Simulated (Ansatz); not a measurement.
C3H9NSi can be A, `C[Si]N(C)C`, or B, `C=CN(C)[SiH3]`.

Calculated with Ansatz (gas phase, PBE0-D4/def2-TZVP geometries, no zero-point term in ΔE). CCSD(T)/CBS adds triple-zeta CCSD(T) − MP2 to the extrapolated MP2 energy (def2 sets, frozen cores). DFT in def2-TZVPP. B3LYP here is the variant with VWN-RPA as its local correlation; programs differ in this. One conformer a species, not always the lowest.

Question: Which is lower in electronic energy at CCSD(T)/CBS, and by how much? (Best estimate.)

Answer: Ansatz gave: B, by 4.5 kJ/mol.

Question: Give E(B) − E(A) in kJ/mol with MP2/def2-TZVPP, LDA (SPW92), B3LYP, PBE0-D4, CCSD(T)/def2-TZVPP, PBE-D4, CCSD(T)/def2-SVP. (An estimate is asked.)

Answer: The calculation gave: MP2/def2-TZVPP -8.0, LDA (SPW92) 5.2, B3LYP -10.0, PBE0-D4 -1.0, CCSD(T)/def2-TZVPP -2.9, PBE-D4 3.7, CCSD(T)/def2-SVP -3.6. The order is the other way round with LDA (SPW92), PBE-D4.

Question: Does the order hold for the free energy at 298.15 K (harmonic terms from PBE0-D4)? (Best estimate.)

Answer: Ansatz gave: Yes: G(B) − G(A) = -22.2 kJ/mol, for one conformer each. Modes under 60 cm⁻¹, often nearly free rotors, make the harmonic entropy too high.

Largest T1 diagnostic: 0.014.

In def2-TZVPP, CCSD(T) changes the Hartree–Fock value by +31.0 kJ/mol (the triples alone add +1.2 kJ/mol) and MP2 by +25.8 kJ/mol. From BLYP to BHLYP (50 % exact exchange), in def2-TZVPP and without D4, E(B) − E(A) moves by −9.8 kJ/mol.
